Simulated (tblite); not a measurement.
C8H18S.
Atom-mapped SMILES: `[CH3:1][CH2:2][C@@H:3]([CH3:4])[S:5][C@H:6]([CH3:7])[CH2:8][CH3:9]` (hydrogens: H10, H11, H12 on C1; H13, H14 on C2; H15 on C3; H16, H17, H18 on C4; H19 on C6; H20, H21, H22 on C7; H23, H24 on C8; H25, H26, H27 on C9)

Computed with GFN2-xTB (tblite), gas phase: L-BFGS steps from a force-field or distance-geometry start until the largest atomic force falls under 0.01 eV/Å.

Step 14: E = -804.4695 eV
```
atom  x, y, z in Å  |  force x, y, z in eV/Å
C1      2.2439    1.0818    1.4167   -0.019   0.009   0.001
C2      1.9005   -0.2673    0.8030    0.002  -0.034   0.024
C3      1.6138   -0.1846   -0.6922   -0.029  -0.011  -0.014
C4      1.5313   -1.5616   -1.3323    0.014  -0.033   0.001
S5      0.1312    0.8390   -1.0667   -0.011   0.039  -0.009
C6     -1.2846   -0.1828   -0.4791   -0.005  -0.023  -0.001
C7     -1.9341   -0.8925   -1.6583   -0.020  -0.013  -0.009
C8     -2.3026    0.6914    0.2482   -0.017  -0.004  -0.023
C9     -1.7642    1.3302    1.5205   -0.006  -0.001  -0.004
H10     2.4973    0.9665    2.4680   -0.018   0.010  -0.002
H11     1.3966    1.7564    1.3338    0.010   0.038  -0.008
H12     3.0908    1.5308    0.9029    0.010  -0.008   0.003
H13     1.0387   -0.6953    1.3203   -0.027   0.011   0.010
H14     2.7351   -0.9575    0.9487    0.046  -0.006  -0.010
H15     2.3995    0.3968   -1.1839    0.016  -0.013   0.027
H16     1.3135   -1.4788   -2.3947   -0.015   0.006   0.007
H17     0.7658   -2.1728   -0.8573   -0.018   0.028  -0.018
H18     2.4823   -2.0788   -1.2154    0.034   0.018  -0.023
H19    -0.8589   -0.9072    0.2168   -0.013  -0.035   0.030
H20    -2.7487   -1.5268   -1.3117    0.005  -0.025   0.008
H21    -2.3426   -0.1604   -2.3514    0.028   0.006  -0.014
H22    -1.2165   -1.5102   -2.1918   -0.006   0.015  -0.003
H23    -2.6426    1.4718   -0.4347   -0.011   0.029  -0.006
H24    -3.1653    0.0638    0.4914    0.014   0.004   0.020
H25    -1.3343    0.5766    2.1776   -0.005   0.007   0.012
H26    -0.9990    2.0636    1.2804    0.025  -0.021   0.001
H27    -2.5669    1.8344    2.0535    0.018   0.008   0.002
```

Step 15: E = -804.4701 eV
```
atom  x, y, z in Å  |  force x, y, z in eV/Å
C1      2.2431    1.0819    1.4162   -0.011  -0.002  -0.005
C2      1.9001   -0.2688    0.8037    0.004  -0.014   0.030
C3      1.6131   -0.1844   -0.6921   -0.016  -0.009   0.010
C4      1.5311   -1.5606   -1.3331    0.012  -0.024   0.000
S5      0.1304    0.8385   -1.0641   -0.006   0.051  -0.018
C6     -1.2841   -0.1839   -0.4783   -0.041  -0.035   0.011
C7     -1.9335   -0.8933   -1.6580   -0.017  -0.006  -0.009
C8     -2.3036    0.6905    0.2479   -0.010   0.006  -0.014
C9     -1.7633    1.3297    1.5199   -0.005  -0.005  -0.011
H10     2.4954    0.9690    2.4686   -0.027   0.011  -0.022
H11     1.3956    1.7568    1.3295    0.032   0.024  -0.003
H12     3.0919    1.5285    0.9020   -0.008  -0.009   0.014
H13     1.0383   -0.6960    1.3224   -0.016   0.010  -0.001
H14     2.7354   -0.9591    0.9487    0.032   0.006  -0.009
H15     2.3997    0.3976   -1.1817    0.008  -0.013   0.024
H16     1.3121   -1.4777   -2.3954   -0.011   0.005   0.011
H17     0.7656   -2.1705   -0.8570   -0.014   0.014  -0.020
H18     2.4832   -2.0755   -1.2163    0.028   0.006  -0.027
H19    -0.8614   -0.9090    0.2187   -0.003  -0.031   0.028
H20    -2.7484   -1.5277   -1.3109    0.017  -0.014  -0.006
H21    -2.3401   -0.1586   -2.3497    0.017  -0.007  -0.014
H22    -1.2159   -1.5099   -2.1932   -0.014   0.015   0.006
H23    -2.6422    1.4717   -0.4355   -0.010   0.020   0.000
H24    -3.1678    0.0644    0.4916    0.033   0.010   0.013
H25    -1.3345    0.5752    2.1773   -0.011   0.015   0.009
H26    -0.9960    2.0607    1.2780    0.015  -0.027   0.006
H27    -2.5643    1.8368    2.0532    0.022   0.003  -0.002
```

Step 16: E = -804.4707 eV
```
atom  x, y, z in Å  |  force x, y, z in eV/Å
C1      2.2423    1.0820    1.4156   -0.001  -0.012  -0.009
C2      1.8998   -0.2704    0.8047    0.002   0.009   0.022
C3      1.6122   -0.1844   -0.6917    0.000  -0.005   0.030
C4      1.5312   -1.5600   -1.3339    0.006  -0.004   0.000
S5      0.1295    0.8390   -1.0621   -0.002   0.035  -0.014
C6     -1.2843   -0.1855   -0.4774   -0.054  -0.031   0.018
C7     -1.9332   -0.8941   -1.6579   -0.009   0.002  -0.005
C8     -2.3046    0.6900    0.2473    0.001   0.015   0.000
C9     -1.7626    1.3291    1.5191    0.000  -0.007  -0.013
H10     2.4932    0.9715    2.4689   -0.032   0.011  -0.030
H11     1.3952    1.7577    1.3255    0.044   0.012  -0.001
H12     3.0928    1.5263    0.9015   -0.019  -0.009   0.020
H13     1.0376   -0.6964    1.3243   -0.003   0.006  -0.009
H14     2.7364   -0.9604    0.9485    0.009   0.020  -0.006
H15     2.4001    0.3980   -1.1792   -0.001  -0.013   0.021
H16     1.3106   -1.4767   -2.3958   -0.005   0.005   0.011
H17     0.7650   -2.1683   -0.8572   -0.006  -0.005  -0.019
H18     2.4847   -2.0724   -1.2176    0.016  -0.005  -0.028
H19    -0.8639   -0.9113    0.2209    0.001  -0.018   0.017
H20    -2.7479   -1.5289   -1.3103    0.019  -0.006  -0.020
H21    -2.3375   -0.1571   -2.3485    0.003  -0.017  -0.013
H22    -1.2155   -1.5094   -2.1943   -0.014   0.009   0.011
H23    -2.6420    1.4720   -0.4362   -0.007   0.007   0.006
H24    -3.1696    0.0651    0.4921    0.038   0.011   0.007
H25    -1.3349    0.5743    2.1771   -0.015   0.017   0.005
H26    -0.9930    2.0576    1.2759    0.008  -0.029   0.007
H27    -2.5615    1.8391    2.0528    0.021   0.001  -0.006
```

Task: Estimate the geometry and energy of step 17. (The exact step hangs on the optimiser's Hessian estimate; all steps are aligned on step 16, rigid shifts and turns removed.)

Result: E = -804.4711 eV, largest force 0.043 eV/Å
```
atom  x, y, z in Å  |  force x, y, z in eV/Å
C1      2.2415    1.0818    1.4149    0.006  -0.014  -0.010
C2      1.8996   -0.2717    0.8059   -0.003   0.022   0.006
C3      1.6114   -0.1844   -0.6910    0.009   0.000   0.034
C4      1.5314   -1.5596   -1.3344    0.000   0.014   0.002
S5      0.1287    0.8399   -1.0607   -0.003   0.001  -0.001
C6     -1.2853   -0.1873   -0.4764   -0.038  -0.012   0.016
C7     -1.9332   -0.8947   -1.6578    0.000   0.008   0.001
C8     -2.3054    0.6898    0.2468    0.010   0.017   0.010
C9     -1.7620    1.3285    1.5183    0.006  -0.004  -0.009
H10     2.4908    0.9738    2.4686   -0.030   0.007  -0.021
H11     1.3957    1.7588    1.3223    0.040   0.006  -0.003
H12     3.0932    1.5243    0.9015   -0.015  -0.007   0.018
H13     1.0369   -0.6966    1.3257    0.007   0.000  -0.010
H14     2.7375   -0.9611    0.9482   -0.009   0.028  -0.001
H15     2.4004    0.3980   -1.1768   -0.006  -0.010   0.017
H16     1.3093   -1.4757   -2.3960    0.000   0.007   0.009
H17     0.7644   -2.1666   -0.8577    0.003  -0.021  -0.016
H18     2.4863   -2.0699   -1.2192    0.001  -0.012  -0.026
H19    -0.8660   -0.9135    0.2231   -0.001  -0.002   0.002
H20    -2.7472   -1.5301   -1.3101    0.011  -0.003  -0.029
H21    -2.3354   -0.1561   -2.3479   -0.010  -0.020  -0.013
H22    -1.2154   -1.5089   -2.1951   -0.008   0.001   0.011
H23    -2.6420    1.4724   -0.4367   -0.003  -0.003   0.008
H24    -3.1704    0.0659    0.4927    0.028   0.008   0.005
H25    -1.3355    0.5738    2.1771   -0.017   0.011   0.003
H26    -0.9903    2.0545    1.2744    0.008  -0.024   0.006
H27    -2.5588    1.8411    2.0525    0.015   0.003  -0.009
```

The energy changes by -0.0005 eV. The first-order estimate −F·Δx gives -0.0007 eV and the mean of the old and new forces, exact on a quadratic surface, -0.0005 eV. The step makes an angle of 66° with the force vector and moves no atom by more than 0.004 Å.

The cost below is that of the whole relaxation. On one thread of an Intel Xeon, shared host, this took 0.85 s.
